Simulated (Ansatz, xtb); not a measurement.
# A geometry optimisation of CH5BFSi with r2SCAN-D4/def2-SVP

The starting geometry of this gas-phase doublet was built from a drawn formula by distance geometry and a force field; its bonds are those of `B[SiH2][CH]F`.

```xyz
9

C    -0.2908    1.5874   -1.8166
B    -1.0876    0.1696    0.8889
F    -1.2056    2.5602   -1.5783
Si   -0.8452   -0.0119   -1.0821
H    -0.4637   -0.4865    1.5868
H    -1.8235    1.0170    1.2960
H    -2.1715   -0.3688   -1.6584
H     0.0927   -1.0974   -1.3397
H     0.7068    1.8288   -1.3317
```

**Question.** Where would you expect an optimisation with r2SCAN-D4/def2-SVP to take it?

**Answer.** A new bond forms, giving a structure given below by its coordinates. Distances that change by over a tenth: C1–Si4 (1.85 → 2.03 Å). Contacts that close: C1–B2 (3.16 → 1.51 Å).

The energy falls by 1.37 eV over 27 steps:

| step | E − E(last) (eV) |
| --- | --- |
| 1 | 1.372 |
| 4 | 0.871 |
| 7 | 0.785 |
| 10 | 0.712 |
| 13 | 0.648 |
| 15 | 0.640 |
| 18 | 0.289 |
| 21 | 0.028 |
| 24 | 0.001 |
| 27 | 0.000 |

Final geometry (Å):

```yaml
atoms:
  - { symbol: C, position_ang: [-0.4295, 1.4580, -0.6835] }
  - { symbol: B, position_ang: [-0.8542, 0.8103, 0.6174] }
  - { symbol: F, position_ang: [-1.2129, 2.3781, -1.3175] }
  - { symbol: Si, position_ang: [-1.0500, -0.4161, -1.1619] }
  - { symbol: H, position_ang: [-0.0148, 0.1325, 1.1732] }
  - { symbol: H, position_ang: [-1.9576, 0.9969, 1.0695] }
  - { symbol: H, position_ang: [-2.2159, -0.3508, -2.0815] }
  - { symbol: H, position_ang: [0.0357, -1.3317, -1.6064] }
  - { symbol: H, position_ang: [0.6108, 1.5212, -1.0445] }
```

From the same start GFN2-xTB reaches the same bonding as this run.

No frequencies were run, so the end isn't proven a minimum. Open shells are spin-unrestricted. Run with Ansatz 0.2.0, 2.3 min on 2 threads of Arm Neoverse V1, with other jobs on the host.
